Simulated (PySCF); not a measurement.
H₆Si₃, SMILES [SiH2]1[SiH2][SiH2]1. Atoms are numbered in the order given.

```xyz
9

Si     1.3493     0.0000     0.0000
H      2.1661     0.0000     1.2472
H      2.1661     0.0000    -1.2472
Si    -0.6746     1.1685     0.0000
H     -1.0831     1.8759     1.2472
H     -1.0831     1.8759    -1.2472
Si    -0.6746    -1.1685     0.0000
H     -1.0831    -1.8759     1.2472
H     -1.0831    -1.8759    -1.2472
```
Charge 0, spin multiplicity 1.

Coordinates come from a PBE0-D3(BJ)/def2-SVP optimisation.

Two levels are set side by side: PBE/pcSseg-1 (PySCF) and HF/pcSseg-1 (PySCF). GIAO shifts against TMS (²⁹Si), TMS (¹H) at the same level; non-relativistic, no solvent, atoms listed together averaged. Differences are taken from unrounded values.

```
quantity                                   HF
-------------------------------------  ------
δ(²⁹Si) of Si1, Si4, Si7 (ppm)         -162.3
δ(¹H) of H2, H3, H5, H6, H8, H9 (ppm)    3.24
```

**Question.** What does PBE give, and how far is it from HF? (An estimate is asked for; the answer gives what the named calculation found.)

**Answer.** 
```json
[
 {"quantity": "δ(²⁹Si) of Si1, Si4, Si7 (ppm)", "PBE": "-180.0", "PBE minus HF": "-17.7"},
 {"quantity": "δ(¹H) of H2, H3, H5, H6, H8, H9 (ppm)", "PBE": "3.38", "PBE minus HF": "0.14"}
]
```

Rough cost on one machine, each run with all the roots and properties that it gave: HF against PBE within a factor of 2.
